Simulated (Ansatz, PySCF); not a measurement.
TiIH₃, SMILES [TiH3][I], multiplicity 1. Atoms are numbered in the order given.

```xyz
5

Ti     0.0000     0.0000     1.7087
I      0.0000     0.0000    -0.8227
H      1.3810     0.7973     2.2578
H     -1.3810     0.7973     2.2578
H      0.0000    -1.5947     2.2578
```
Charge 0, spin multiplicity 1.

Coordinates come from a PBE0-D3(BJ)/def2-TZVP optimisation. The multiplicity is an assumed one; no other spin state was optimised. The structure was generated by enumeration; whether it is a known compound was not checked. The def2 effective core potentials stand for the cores of I; spin–orbit coupling is left out.

Two levels are set side by side: PBE-D3(BJ)/def2-TZVP (Ansatz, a first-principles code) and PBE0-D3(BJ)/def2-TZVP (Ansatz). Each level has its own optimised geometry; the coordinates shown are those of the second. Frequencies come from the Hessian of PySCF at each geometry. Differences are taken from unrounded values.

```csv
quantity,PBE0-D3(BJ),PBE-D3(BJ),PBE-D3(BJ) minus PBE0-D3(BJ)
mean bond length (Å),1.898,1.914,0.016
bond Ti1–I2 (Å),2.531,2.534,0.003
bond Ti1–H3 (Å),1.687,1.707,0.020
bond Ti1–H4 (Å),1.687,1.707,0.020
bond Ti1–H5 (Å),1.687,1.707,0.020
highest harmonic wavenumber (cm⁻¹),1799,1708,-91
mean harmonic wavenumber (cm⁻¹),875,852,-23
zero-point energy (kcal/mol),11.25,10.96,-0.29
```

Exact exchange shortens and stiffens bonds; PBE has none. Differences between two approximate levels are no errors against the true value.
